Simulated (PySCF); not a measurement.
Sn(OMe)(SH) (CH4OSSn), SMILES C[O][Sn][SH] (connectivity only; charge and spin as stated), neutral, multiplicity 1. Atoms are numbered in the order given.

```xyz
8

Sn     0.7364     0.2449     0.0000
O      0.1496    -1.6726     0.0000
C     -1.1631    -2.1696     0.0000
H     -1.7379    -1.8460    -0.8901
H     -1.7379    -1.8460     0.8901
H     -1.1368    -3.2740     0.0000
S     -1.5806     1.1670     0.0000
H     -1.1368     2.4471     0.0000
```
Charge 0, spin multiplicity 1.

The structure is a stationary point at B3LYP-D3(BJ)/def2-SVP. The def2 effective core potentials stand for the cores of Sn; spin–orbit coupling is left out. Other conformers were not sampled.

All values below come from PySCF with M06-2X/def2-TZVP.

ESP charges are fitted to the potential on shells at 1.4 to 2.0 van der Waals radii. Atomic charges (e):

```tsv
atom	Mulliken	Löwdin	ESP fit
Sn1	0.74	0.35	0.37
O2	-0.60	-0.18	-0.27
C3	-0.25	-0.43	-0.27
H4	0.14	0.10	0.15
H5	0.14	0.10	0.15
H6	0.13	0.11	0.09
S7	-0.46	-0.08	-0.39
H8	0.16	0.03	0.18
```
